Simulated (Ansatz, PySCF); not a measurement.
C₄H₇BO, SMILES C=C1CB(C)O1. Atoms are numbered in the order given.

```xyz
13

C      2.3300     0.5067    -0.1078
C      1.0576     0.1260    -0.1251
C      0.2043    -0.9683    -0.7386
B     -0.9136    -0.1565     0.0693
C     -2.4413    -0.1879     0.3552
O      0.0028     0.7697     0.5492
H      2.6427     1.3852     0.4599
H      3.0755    -0.0615    -0.6654
H      0.4447    -1.9892    -0.4027
H      0.1553    -0.9583    -1.8388
H     -2.7230    -1.1475     0.8234
H     -3.0087    -0.1349    -0.5907
H     -2.7684     0.6341     1.0100
```
Charge 0, spin multiplicity 1.

Coordinates come from a B3LYP-D3(BJ)/def2-SVP optimisation. This is a generated structure with no PubChem entry under its InChIKey; it may be hypothetical.

Two levels are set side by side: PBE-D3(BJ)/def2-SVP (Ansatz, an electronic-structure program) and B3LYP-D3(BJ)/def2-SVP (Ansatz). Each level has its own optimised geometry; the coordinates shown are those of the second. Frequencies come from the Hessian of PySCF at each geometry. Differences are taken from unrounded values.

```json
[
 {"quantity": "mean bond length (Å)", "B3LYP-D3(BJ)": "1.269", "PBE-D3(BJ)": "1.275", "PBE-D3(BJ) minus B3LYP-D3(BJ)": "0.006"},
 {"quantity": "bond C1–C2 (Å)", "B3LYP-D3(BJ)": "1.328", "PBE-D3(BJ)": "1.338", "PBE-D3(BJ) minus B3LYP-D3(BJ)": "0.009"},
 {"quantity": "bond C2–C3 (Å)", "B3LYP-D3(BJ)": "1.517", "PBE-D3(BJ)": "1.517", "PBE-D3(BJ) minus B3LYP-D3(BJ)": "0.000"},
 {"quantity": "bond C2–O6 (Å)", "B3LYP-D3(BJ)": "1.408", "PBE-D3(BJ)": "1.415", "PBE-D3(BJ) minus B3LYP-D3(BJ)": "0.007"},
 {"quantity": "bond C3–B4 (Å)", "B3LYP-D3(BJ)": "1.600", "PBE-D3(BJ)": "1.601", "PBE-D3(BJ) minus B3LYP-D3(BJ)": "0.001"},
 {"quantity": "bond B4–C5 (Å)", "B3LYP-D3(BJ)": "1.555", "PBE-D3(BJ)": "1.557", "PBE-D3(BJ) minus B3LYP-D3(BJ)": "0.003"},
 {"quantity": "bond B4–O6 (Å)", "B3LYP-D3(BJ)": "1.389", "PBE-D3(BJ)": "1.401", "PBE-D3(BJ) minus B3LYP-D3(BJ)": "0.012"},
 {"quantity": "bond C1–H7 (Å)", "B3LYP-D3(BJ)": "1.092", "PBE-D3(BJ)": "1.099", "PBE-D3(BJ) minus B3LYP-D3(BJ)": "0.008"},
 {"quantity": "bond C1–H8 (Å)", "B3LYP-D3(BJ)": "1.091", "PBE-D3(BJ)": "1.098", "PBE-D3(BJ) minus B3LYP-D3(BJ)": "0.007"},
 {"quantity": "bond C3–H9 (Å)", "B3LYP-D3(BJ)": "1.101", "PBE-D3(BJ)": "1.109", "PBE-D3(BJ) minus B3LYP-D3(BJ)": "0.008"},
 {"quantity": "bond C3–H10 (Å)", "B3LYP-D3(BJ)": "1.101", "PBE-D3(BJ)": "1.109", "PBE-D3(BJ) minus B3LYP-D3(BJ)": "0.008"},
 {"quantity": "bond C5–H11 (Å)", "B3LYP-D3(BJ)": "1.104", "PBE-D3(BJ)": "1.111", "PBE-D3(BJ) minus B3LYP-D3(BJ)": "0.007"},
 {"quantity": "bond C5–H12 (Å)", "B3LYP-D3(BJ)": "1.104", "PBE-D3(BJ)": "1.111", "PBE-D3(BJ) minus B3LYP-D3(BJ)": "0.007"},
 {"quantity": "bond C5–H13 (Å)", "B3LYP-D3(BJ)": "1.101", "PBE-D3(BJ)": "1.108", "PBE-D3(BJ) minus B3LYP-D3(BJ)": "0.007"},
 {"quantity": "highest harmonic wavenumber (cm⁻¹)", "B3LYP-D3(BJ)": "3266", "PBE-D3(BJ)": "3208", "PBE-D3(BJ) minus B3LYP-D3(BJ)": "-57"},
 {"quantity": "mean harmonic wavenumber (cm⁻¹)", "B3LYP-D3(BJ)": "1372", "PBE-D3(BJ)": "1336", "PBE-D3(BJ) minus B3LYP-D3(BJ)": "-36"},
 {"quantity": "zero-point energy (kcal/mol)", "B3LYP-D3(BJ)": "64.73", "PBE-D3(BJ)": "63.03", "PBE-D3(BJ) minus B3LYP-D3(BJ)": "-1.70"}
]
```

GGA bonds tend to be longer and softer than those of functionals with exact exchange. Differences between two approximate levels are no errors against the true value.
